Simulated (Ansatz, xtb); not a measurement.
Isomers of F2H3NOSi2 in order of energy

12 gas-phase structures of F2H3NOSi2, found in a search over its isomers (lower ones may exist). Each was relaxed with GFN2-xTB; where two conformers were screened, the lower at r2SCAN-D4/def2-SVP is listed:

A. `N[Si](=O)[SiH](F)F`, a singlet
B. `O[SiH](F)N=[SiH]F`, a singlet
C. `[H]/N=[Si](/F)O[SiH2]F`, a singlet
D. `O/[SiH]=N/[SiH](F)F`, a singlet
E. `[H]/N=[Si](\F)O[SiH2]F`, a singlet
F. `O[Si@H](F)/N=[SiH]/F`, a singlet
G. `[H]/N=[SiH]/O[SiH](F)F`, a singlet
H. a singlet given by its coordinates
I. `[H]/N=[SiH]\O[SiH](F)F`, a singlet
J. `O=[SiH]N[SiH](F)F`, a singlet
K. `O=[Si](F)N[SiH2]F`, a singlet
L. a singlet given by its coordinates

H (Å):

```xyz
9

F    -0.6558    2.2126    0.2316
F     2.4831   -0.0824   -1.4768
N     0.4464   -0.3461    0.4142
O     1.8896    1.4670    0.6352
Si    0.3088    1.2570    1.0648
Si    2.1254   -0.0695    0.0755
H    -0.1542   -1.1488    0.3909
H     0.0849    1.4278    2.4720
H     3.1228   -0.7831    0.8211
```

Close contacts (Å): F1–Si5 1.59, F2–Si6 1.59, N3–Si5 1.74, N3–Si6 1.74, O4–Si5 1.65, O4–Si6 1.65, Si5–Si6 2.46, N3–H7 1.00, Si5–H8 1.44, Si6–H9 1.44.

L (Å):

```xyz
9

F    -1.7075    3.2630   -1.9391
F     0.6208    3.5381   -1.0734
N    -0.2707    0.8749   -1.4182
O    -1.1000    2.0759    0.4023
Si   -0.5989    2.5267   -1.0779
Si   -0.8252    0.4344    0.1842
H     0.0746    0.3833   -2.2205
H    -2.0987   -0.2554    0.1895
H     0.2414    0.0222    1.0732
```

Close contacts (Å): F1–Si5 1.59, F2–Si5 1.58, N3–Si5 1.72, N3–Si6 1.75, O4–Si5 1.63, O4–Si6 1.68, Si5–Si6 2.45, N3–H7 1.00, Si6–H8 1.45, Si6–H9 1.45.

Task: Which do you expect lowest at r2SCAN-D4/def2-SVP, and how would the others follow?

Result: Calculated order at r2SCAN-D4/def2-SVP: H (0.0), L (3.3), J (41.9), D (43.9), I (44.2), G (46.4), K (46.6), B (51.1), F (51.3), E (52.9), C (53.6), A (62.6) kcal/mol. Less than 1 kcal/mol parts D and I; G and K; B and F; E and C, so the order within those pairs means little.

Energies above the lowest of each column, in kcal/mol; the last columns are at PBE0-D3(BJ)/def2-SVP geometries and were run for some of them only (a dash: not run or not comparable):

```tsv
structure	GFN2-xTB	HF/STO-3G	r2SCAN-D4/def2-SVP	PBE0-D3(BJ)/def2-SVP	CCSD(T)/def2-SVP + ΔMP2/def2-TZVPP
H	0.0	0.0	0.0	0.0	0.0
L	4.6	0.4	3.3	2.9	2.7
J	1.1	64.2	41.9	–	–
D	15.8	76.0	43.9	–	–
I	5.4	76.6	44.2	–	–
G	0.9	75.2	46.4	–	–
K	7.0	67.5	46.6	–	–
B	23.1	82.1	51.1	–	–
F	22.1	80.0	51.3	–	–
E	10.2	77.1	52.9	–	–
C	10.5	79.5	53.6	–	–
A	23.8	82.4	62.6	–	–
```

Every level run on H puts it lowest or level with the lowest. Some further structures that were screened fall inside this span and aren't listed. Flexible structures stand in one conformer each, not always the lowest. Frequencies (PBE0-D3(BJ)/def2-SVP) were run for H, L alone. ΔMP2 is the change of the MP2 energy from the smaller to the larger basis.

Over these structures GFN2-xTB departs from r2SCAN-D4/def2-SVP by 11.9 kcal/mol on average once a common shift is removed. A GFN2-xTB relaxation took about 0.38 s and the r2SCAN-D4/def2-SVP energy about 1.9 s on a shared host (Ansatz 0.2.0, xtb 6.7.1).
